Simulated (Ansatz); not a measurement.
```xyz
8

C    -0.405    0.630    1.067
Si    0.493   -0.051   -0.377
O     0.063   -1.593   -0.715
Cl    0.100    1.194   -1.972
H    -0.813    1.635    1.086
H    -0.530    0.059    1.983
H     1.958   -0.100   -0.196
H    -0.865   -1.774   -0.877
```

The species carries charge 0 and has multiplicity 2.

List the ωB97M-V/def2-TZVPP orbital energies in eV (Ansatz). (Best estimate.)

Ansatz gave: α occupied: -2771.70, -1808.23, -526.45, -282.12, -262.12, -199.58, -199.47, -199.47, -149.13, -103.30, -103.24, -103.20, -31.25, -25.69, -22.32, -18.54, -15.84, -14.92, -14.01, -13.75, -12.52, -12.09, -11.47, -11.20, -9.58. α empty: 2.32, 3.01, 3.13, 4.04, 4.11, 4.42, 4.95, 6.44. β occupied: -2771.70, -1808.23, -526.43, -281.79, -262.12, -199.58, -199.47, -199.47, -149.13, -103.30, -103.24, -103.21, -31.22, -25.67, -21.37, -18.47, -15.73, -14.60, -13.85, -13.61, -12.42, -11.95, -11.45, -11.06. β empty: -0.98, 2.43, 3.04, 3.28, 4.09, 4.24, 4.48, 5.18. ⟨S²⟩ = 0.753.
